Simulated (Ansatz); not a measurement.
A made-up structure of BSiHOF (charge -1), singlet:

```csv
atom,x (Å),y (Å),z (Å)
B1,-0.4321,1.3248,-0.2321
Si2,0.0951,-0.6754,0.0543
O3,-0.5886,-2.1889,-0.4108
F4,1.6018,-0.7679,1.0895
H5,-0.6762,2.3074,-0.5009
```

It is relaxed with PBE-D4/def2-SVPD and then PBE0-D4/def2-TZVPD (Ansatz 0.2.0). Atoms count as bonded within 1.22 times the sum of their covalent radii (H–H: 0.88 Å). The end point is not checked to be a true minimum.

Problem. Does its bonding change? (Judge from chemistry; the calculation decides.)

Solution. Computed: No: no bond forms or breaks.

Where it ends: The first stage lowers the energy by 1.55 eV in 12 steps. It ends as BSiHOF ([BH][Si]([O])[F]), total charge -1:
B1  (-0.616, 1.181, 0.133)
Si2  (0.121, -0.603, -0.005)
O3  (-0.508, -1.953, -0.396)
F4  (1.450, -0.687, 0.942)
H5  (-0.446, 2.062, -0.674)
(Å)

Labels in which every atom is bracketed show which atoms are joined, not bond orders.

For scale, one of the runs: PBE0-D4/def2-TZVPD relaxation, 169 basis functions, launched by `ansatz run in.yaml --threads 2 --pin off --events-out ev --progress --plain --max-ram 4352MiB`. Hardware: 2 CPU threads of an Arm Neoverse V1, shared host. Wall time about 40 s.
